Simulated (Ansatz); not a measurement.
Input file for Ansatz (a first-principles code): R-wB97M-V/def2-TZVPP on H2Mg (SMILES [MgH2]), atoms moved off the minimum.

Ansatz 0.2 input:
```yaml
crystal:
  periodic: [false, false, false]
  atoms:
    - {symbol: Mg, position_ang: [0.17587302, -0.05794374, -0.06823925]}
    - {symbol: H, position_ang: [0.00512425, 0.14442069, -1.61928777]}
    - {symbol: H, position_ang: [-0.09430694, 0.03684383, 1.86954675]}
basis:
  gaussian:
    orbitals: def2-TZVPP
hamiltonian:
  xc: {name: wB97M-V}
scf: {lower_state_search: off}
output: {forces: true}
```

Program output:

```
WARN ansatz: RAYON_NUM_THREADS=1 ignored (pool sized by the plan → 1); use --threads N
Functional definition: wB97M-V
these checks for a lower state are left out or cut short: stability, starts, cluster_reference, orbital_swaps, neighbouring_geometries, increment
integrals: 0.02 GiB planned
406 factors; their error is unknown
integrals: 0.05 GiB planned
117 factors; integrals over basis functions are off by at most 3.4e-5 eV
mean field: 0.16 GiB planned
mean field evaluation 1: about -5474.5726 eV, gradient 8.6e0 eV
mean field evaluation 2: about -5474.8892 eV, gradient 2.6e0 eV
mean field evaluation 4: about -5474.9142 eV, gradient 1.8e-1 eV
mean field evaluation 8: about -5474.9264 eV, gradient 1.0e-2 eV
mean field evaluation 16: about -5474.9264 eV, gradient 7.1e-6 eV
mean field -5474.92641875 eV, -201.1998348508 hartree, gradient 7.1e-6 eV, S^2 0.000000; 0 other end points of the search recorded, 0 dependent functions left out
the calculation of the forces begins
reference -5474.92647060 eV, -201.1998367560 hartree; 7, 7 occupied and 53, 53 virtual orbitals, 406 factors
Total energy: -5474.92647060 eV, -201.1998367560 hartree
Atom 0 at     0.175873    -0.057944    -0.068239 Å, force    -0.333934     0.088897     2.945607 eV/Å
Atom 1 at     0.005124     0.144421    -1.619288 Å, force    -0.002562     0.074011    -1.406142 eV/Å
Atom 2 at    -0.094307     0.036844     1.869547 Å, force     0.336496    -0.162908    -1.539465 eV/Å
Dipole moment:     0.210680    -0.141613    -0.191980 e Å
Checks for a lower state left out: stability, starts, cluster_reference, orbital_swaps, neighbouring_geometries, increment
```

Self-consistency was reached.

Cost: roughly 1.6 core-seconds.
